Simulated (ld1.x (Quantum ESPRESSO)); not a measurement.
An all-electron radial function and its pseudo partner (Ru)

Columns: radius, all-electron u(r) and pseudo u(r) of the 4d shell (level -5.40 eV) of ruthenium in the configuration [Kr] 4d7 5s1 5p0; LDA (PZ), scalar-relativistic, TM semilocal scheme, ld1.x (Quantum ESPRESSO) 7.5.

| r (bohr) | all-electron | pseudo |
| --- | --- | --- |
| 0.174 | 0.3343 | -0.0147 |
| 0.348 | 0.2898 | -0.1042 |
| 0.522 | -0.0903 | -0.2857 |
| 0.696 | -0.4439 | -0.5060 |
| 0.870 | -0.6696 | -0.6873 |
| 1.044 | -0.7779 | -0.7866 |
| 1.218 | -0.8057 | -0.8100 |
| 1.392 | -0.7857 | -0.7868 |
| 1.566 | -0.7407 | -0.7407 |
| 1.740 | -0.6842 | -0.6842 |
| 1.914 | -0.6243 | -0.6243 |
| 2.088 | -0.5652 | -0.5652 |
| 2.262 | -0.5092 | -0.5092 |
| 2.436 | -0.4574 | -0.4574 |
| 2.610 | -0.4100 | -0.4100 |
| 2.784 | -0.3671 | -0.3671 |
| 2.958 | -0.3284 | -0.3284 |
| 3.132 | -0.2936 | -0.2936 |
| 3.306 | -0.2624 | -0.2624 |
| 3.480 | -0.2345 | -0.2345 |
| 3.654 | -0.2095 | -0.2095 |
| 3.828 | -0.1872 | -0.1872 |
| 4.002 | -0.1672 | -0.1672 |
| 4.176 | -0.1493 | -0.1493 |
| 4.350 | -0.1334 | -0.1334 |
| 4.524 | -0.1191 | -0.1191 |

Task: How many radial nodes do the two functions have?

Result: The all-electron 4d function has n − l − 1 = 1; the pseudo-wave has 0, since the states of the same l below it are removed with the core.

Task: At about which radius was the pseudo-wave matched?

Result: 1.72 bohr, where the columns begin to agree (steps of 0.17 bohr).

Task: Where does each function peak?

Result: Outermost all-electron maximum near 1.22 bohr, pseudo maximum near 1.22 bohr (to the table’s step).

Task: Is the pseudo-wave norm-conserving?

Result: Yes: the TM semilocal scheme keeps the norm inside the radius equal to the all-electron one, which fixes the energy derivative of the logarithmic derivative at the level.
